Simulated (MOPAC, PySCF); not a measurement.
H$_{3}$InO, SMILES `[OH][InH2]` (H–O–In–H torsion 0°), neutral singlet in the gas phase. 

Cartesian coordinates (Å):
SMILES: [OH][InH2]
```xyz
5

O      1.3433    -0.4052     0.0012
In    -0.6344    -0.0605     0.0194
H      1.8747     0.3937    -0.0729
H     -1.0769     1.5974    -0.0952
H     -1.5067    -1.5254     0.1474
```
Charge 0, spin multiplicity 1.

All levels are single points at this geometry (B3LYP-D3(BJ)/def2-TZVP); Pople sets use spherical d functions. Orbital energies aren't observables, and empty levels follow the basis.

B3LYP/6-311+G** (LANL2DZ on In) in PySCF gives gap (eV) = 6.19.

Task: Estimate the gap (eV) from each of these levels: B3LYP-D3(BJ)/def2-TZVP in PySCF; PBE-D3(BJ)/def2-TZVP in PySCF; B3LYP/6-31G* (LANL2DZ on In) in PySCF; B3LYP/LANL2DZ in PySCF; BP86/6-31G* (LANL2DZ on In) in PySCF; M06-2X/6-31G* (LANL2DZ on In) in PySCF; PBE/6-31G* (LANL2DZ on In) in PySCF; SVWN5/6-31G* (LANL2DZ on In) in PySCF; AM1 in MOPAC; PM3 in MOPAC; PM6 in MOPAC; PM7 in MOPAC.

Result: 
```json
[
 {"level": "B3LYP-D3(BJ)/def2-TZVP in PySCF", "gap (eV)": "6.16"},
 {"level": "PBE-D3(BJ)/def2-TZVP in PySCF", "gap (eV)": "4.46"},
 {"level": "B3LYP/6-31G* (LANL2DZ on In) in PySCF", "gap (eV)": "5.92"},
 {"level": "B3LYP/LANL2DZ in PySCF", "gap (eV)": "5.97"},
 {"level": "BP86/6-31G* (LANL2DZ on In) in PySCF", "gap (eV)": "4.26"},
 {"level": "M06-2X/6-31G* (LANL2DZ on In) in PySCF", "gap (eV)": "8.55"},
 {"level": "PBE/6-31G* (LANL2DZ on In) in PySCF", "gap (eV)": "4.20"},
 {"level": "SVWN5/6-31G* (LANL2DZ on In) in PySCF", "gap (eV)": "4.24"},
 {"level": "AM1 in MOPAC", "gap (eV)": "9.62"},
 {"level": "PM3 in MOPAC", "gap (eV)": "9.09"},
 {"level": "PM6 in MOPAC", "gap (eV)": "12.77"},
 {"level": "PM7 in MOPAC", "gap (eV)": "12.48"}
]
```
